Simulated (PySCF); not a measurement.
AlH₂O₂, charge +1.

```xyz
5

Al     0.0000     0.0000     0.0000
O     -0.0626    -1.6012     0.0000
H      0.3233    -2.4784     0.0000
O      0.0626     1.6012     0.0000
H     -0.3233     2.4784     0.0000
```
Charge +1, spin multiplicity 1.

Coordinates come from a B3LYP-D3(BJ)/def2-TZVP optimisation. The spin state was assumed, not searched. The isomer is the one that the SMILES or the coordinates give; other isomers of the formula were not compared. One conformer was computed; it need not be the lowest.

These are PySCF with KT2/pcSseg-2 values and carry that method's errors. Non-relativistic, no solvent.

Computed absolute GIAO shielding of each atom: isotropic value and principal components (ppm):
```tsv
atom	σ(iso)	σ11	σ22	σ33	span
Al1	525.3	388.7	393.4	793.9	405.2
O2	350.4	322.7	325.9	402.6	79.9
H3	27.0	18.5	18.8	43.9	25.4
O4	350.4	322.7	325.9	402.6	79.9
H5	27.0	18.5	18.8	43.9	25.4
```
